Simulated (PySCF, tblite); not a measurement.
Isomers of C5H5F3N (doublet state). Calculated harmonic vibrations of the isolated species, GFN2-xTB (tblite), most abundant isotopes, no scaling. This tight-binding method is rough: wavenumbers can miss measured ones by several per cent, in bad cases by 10 to 20. One conformer each. Open shells enter through the occupations alone, without spin polarisation, and single modes of such species can be off by tens of per cent.

Electronic energies: B3LYP/pcH-1 single points on the GFN2-xTB geometries (PySCF, gas phase).

```tsv
SMILES	electronic energy, lowest = 0 (kJ/mol)
FC(F)(F)[C@H]1C=CC[N]1	77.3
C[C@@H](C1=N[CH]1)C(F)(F)F	219.7
FC(F)(F)[C@@H]1C=C[CH]N1	0.0
FC(F)(F)[C]1C=CCN1	1.4
```

Question: How do GFN2-xTB zero-point energies change the relative energies?

Answer: 
```tsv
SMILES	ZPE (kJ/mol)	of it from modes above 1550 cm⁻¹	electronic (kJ/mol)	with ZPE, lowest = 0 (kJ/mol)	lowest mode (cm⁻¹)	rings
FC(F)(F)[C@@H]1C=C[CH]N1	243.1	94.7	0.0	0.0	48	1
FC(F)(F)[C]1C=CCN1	242.9	92.6	1.4	1.2	22	1
FC(F)(F)[C@H]1C=CC[N]1	241.5	98.7	77.3	75.7	59	1
C[C@@H](C1=N[CH]1)C(F)(F)F	234.6	103.2	219.7	211.3	44	1
```

The zero-point energies span 8.5 kJ/mol, from `C[C@@H](C1=N[CH]1)C(F)(F)F` to `FC(F)(F)[C@@H]1C=C[CH]N1`. The order is unchanged.

Question: And how do the electronic energies of GFN2-xTB itself compare?

Answer: `FC(F)(F)[C@@H]1C=C[CH]N1` 8.3; `FC(F)(F)[C]1C=CCN1` 0.0; `FC(F)(F)[C@H]1C=CC[N]1` 84.6; `C[C@@H](C1=N[CH]1)C(F)(F)F` 258.4 kJ/mol, lowest = 0. Against the energies above, taken from the same isomer `FC(F)(F)[C@@H]1C=C[CH]N1`, the largest difference is 30.4 kJ/mol.

Question: What do entropy and thermal enthalpy add at 298.15 K and 1 bar (rigid rotor, harmonic oscillator, one conformer each)?

Answer: 
```csv
SMILES,point group,symmetry number,S (J/(mol K)),H − H(0) (kJ/mol),ZPE + H − H(0) − TS (kJ/mol)
FC(F)(F)[C@@H]1C=C[CH]N1,C1,1,380.9,24.09,153.6
FC(F)(F)[C@H]1C=CC[N]1,C1,1,377.7,23.43,152.3
C[C@@H](C1=N[CH]1)C(F)(F)F,C1,1,416.3,28.42,138.9
```

S holds R ln(2S + 1) for the spin.

Not tabulated: `FC(F)(F)[C]1C=CCN1` (lowest mode only 22 cm⁻¹).
